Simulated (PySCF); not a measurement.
# NMR data sheet: C6H18N3P

- Formula: C6H18N3P
- SMILES: CN(C)P(N(C)C)N(C)C
- InChI: InChI=1S/C6H18N3P/c1-7(2)10(8(3)4)9(5)6/h1-6H3
- Carbon signals: 1
- Proton signals: 1

Molfile (atoms numbered from 1):
```
C6H18N3P
     RDKit          3D

 28 27  0  0  0  0  0  0  0  0999 V2000
   -1.2582    2.6119    0.0421 C   0  0  0  0  0  0  0  0  0  0  0  0
   -0.4142    1.6558   -0.6257 N   0  0  0  0  0  0  0  0  0  0  0  0
   -0.5625    1.6123   -2.0572 C   0  0  0  0  0  0  0  0  0  0  0  0
    0.2591    0.3996    0.3275 P   0  0  0  0  0  0  0  0  0  0  0  0
    1.6791    0.1136   -0.6597 N   0  0  0  0  0  0  0  0  0  0  0  0
    2.4353   -1.0745   -0.3325 C   0  0  0  0  0  0  0  0  0  0  0  0
    2.5418    1.2566   -0.8562 C   0  0  0  0  0  0  0  0  0  0  0  0
   -0.5407   -1.0775   -0.0122 N   0  0  0  0  0  0  0  0  0  0  0  0
   -0.6986   -1.6508   -1.3232 C   0  0  0  0  0  0  0  0  0  0  0  0
   -1.4246   -1.6034    0.9941 C   0  0  0  0  0  0  0  0  0  0  0  0
   -1.0467    3.6399   -0.3066 H   0  0  0  0  0  0  0  0  0  0  0  0
   -2.3382    2.4223   -0.1244 H   0  0  0  0  0  0  0  0  0  0  0  0
   -1.0734    2.5756    1.1264 H   0  0  0  0  0  0  0  0  0  0  0  0
   -1.5714    1.2778   -2.3718 H   0  0  0  0  0  0  0  0  0  0  0  0
   -0.3960    2.6139   -2.4951 H   0  0  0  0  0  0  0  0  0  0  0  0
    0.1822    0.9288   -2.4874 H   0  0  0  0  0  0  0  0  0  0  0  0
    1.7607   -1.9230   -0.1595 H   0  0  0  0  0  0  0  0  0  0  0  0
    3.0662   -0.9512    0.5737 H   0  0  0  0  0  0  0  0  0  0  0  0
    3.1070   -1.3323   -1.1692 H   0  0  0  0  0  0  0  0  0  0  0  0
    3.2146    1.0752   -1.7120 H   0  0  0  0  0  0  0  0  0  0  0  0
    3.1802    1.4758    0.0264 H   0  0  0  0  0  0  0  0  0  0  0  0
    1.9464    2.1534   -1.0712 H   0  0  0  0  0  0  0  0  0  0  0  0
   -0.5812   -2.7500   -1.2849 H   0  0  0  0  0  0  0  0  0  0  0  0
    0.0722   -1.2543   -1.9977 H   0  0  0  0  0  0  0  0  0  0  0  0
   -1.6942   -1.4402   -1.7624 H   0  0  0  0  0  0  0  0  0  0  0  0
   -1.2666   -2.6891    1.1370 H   0  0  0  0  0  0  0  0  0  0  0  0
   -2.4947   -1.4573    0.7427 H   0  0  0  0  0  0  0  0  0  0  0  0
   -1.2324   -1.1022    1.9548 H   0  0  0  0  0  0  0  0  0  0  0  0
  1  2  1  0
  2  3  1  0
  2  4  1  0
  4  5  1  0
  5  6  1  0
  5  7  1  0
  4  8  1  0
  8  9  1  0
  8 10  1  0
  1 11  1  0
  1 12  1  0
  1 13  1  0
  3 14  1  0
  3 15  1  0
  3 16  1  0
  6 17  1  0
  6 18  1  0
  6 19  1  0
  7 20  1  0
  7 21  1  0
  7 22  1  0
  9 23  1  0
  9 24  1  0
  9 25  1  0
 10 26  1  0
 10 27  1  0
 10 28  1  0
M  END
```

- NMR shieldings at CAM-B3LYP/pcSseg-1/GIAO
- geometry from PBE0-D3(BJ)/def2-SVP
- run in PySCF 2.14
- rapidly exchanging positions averaged, in vacuum, no relativistic terms, a single conformation

Referencing at the same level of theory: TMS for 1H (σ = 31.33 ppm) and 13C (σ = 182.45 ppm); 31P (σ = 299.17 ppm) against H3PO4; 15N (σ = 267.29 ppm) against NH3.

| carbon | δC, type | δH (multiplicity) | HMBC from (2–3 bonds) | span of the C tensor (ppm) |
| --- | --- | --- | --- | --- |
| C1/C3/C6/C7/C9/C10 | 37.8, CH3 | 2.42 (m) | H11/H12/H13/H14/H15/H16/H17/H18/H19/H20/H21/H22/H23/H24/H25/H26/H27/H28 | 61 |

Other nuclei:
```tsv
atoms	nucleus	environment	δ (ppm)	σ (ppm)
P4	31P	phosphorus bonded to 3 N	120.1	179.0
N2/N5/N8	15N	nitrogen bonded to 2 C, P	52.4	214.9
```

1. δC 37.8: methyl carbon bonded to N; deshielded by the electronegative neighbour.
2. δH 2.42: hydrogen on a methyl carbon bonded to N; its carbon carries N, which withdraws density.

Splittings by 31P in the carbon and heteronuclear signals aren't shown, as no couplings were computed. Shifts are as computed, not scaled to solution data. Of 1211 compounds with measured shifts, 218 miss one by over three times the rms of a fit or turn the order of signals round; such compounds aren't used in these exercises. Experimental scales use liquid or dissolved standards, which lie at an offset from isolated NH3 (liquid NH3: subtract about 20 ppm) and H3PO4.
